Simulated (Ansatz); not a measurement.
Consider the isomerisation: `C[SiH2]C#N` → `C#C[SiH2]N`.

Calculated with Ansatz (gas phase, PBE0-D4/def2-TZVP geometries, no zero-point term in ΔE). CCSD(T)/CBS is the MP2 limit (def2-TZVPP, def2-QZVPP) plus CCSD(T) − MP2 in def2-TZVPP, frozen cores. Functionals use def2-TZVPP. B3LYP here is the variant with VWN-RPA as its local correlation; programs differ in this. One conformer a species, not always the lowest.

`C[SiH2]C#N`:

Cartesian coordinates in Å:
```
C -0.101 -0.389 -1.194
Si -0.192 -0.305 0.661
C 0.535 1.306 1.223
N 0.991 2.312 1.550
H 0.935 -0.330 -1.532
H -0.660 0.432 -1.646
H -0.526 -1.331 -1.548
H 0.602 -1.368 1.321
H -1.585 -0.326 1.165
```

`C#C[SiH2]N`:

```xyz
9

C     1.965   -1.348    0.429
C     0.861   -0.893    0.247
Si   -0.808   -0.181   -0.033
N    -0.841    1.499   -0.364
H     2.938   -1.753    0.590
H    -1.592   -0.424    1.201
H    -1.390   -0.892   -1.195
H    -0.498    1.838   -1.249
H    -0.635    2.155    0.373
```

(1) Is it downhill or uphill in electronic energy at CCSD(T)/CBS, and by how much? (An estimate is asked.)

(2) What do these levels give: PBE-D4, r2SCAN-D4, B97M-V, B3LYP-D4, ωB97X-V, ωB97M-V, B2PLYP, revPBE, r2SCAN, r2SCAN0, CCSD(T)/def2-SVP, MP2/def2-TZVPP? (Estimate.)

Largest T1 diagnostic among the species: 0.012.

## Answers

(1) Computed: Uphill: ΔE = +76.7 kJ/mol.

(2) Computed: PBE-D4 85.3, r2SCAN-D4 82.1, B97M-V 84.1, B3LYP-D4 80.7, ωB97X-V 89.3, ωB97M-V 82.5, B2PLYP 83.1, revPBE 91.3, r2SCAN 82.2, r2SCAN0 79.7, CCSD(T)/def2-SVP 114.0, MP2/def2-TZVPP 83.8 kJ/mol.

Leaving LDA and LC-ωPBE aside and taking each functional with its dispersion term where it has one, the values, not all of them listed here, spread over 11.8 kJ/mol, from BHLYP-D4 to revPBE-D4. LDA lies −16.9 kJ/mol from PBE without D4. From BLYP to BHLYP (50 % exact exchange), in def2-TZVPP and without D4, ΔE moves by −5.2 kJ/mol.
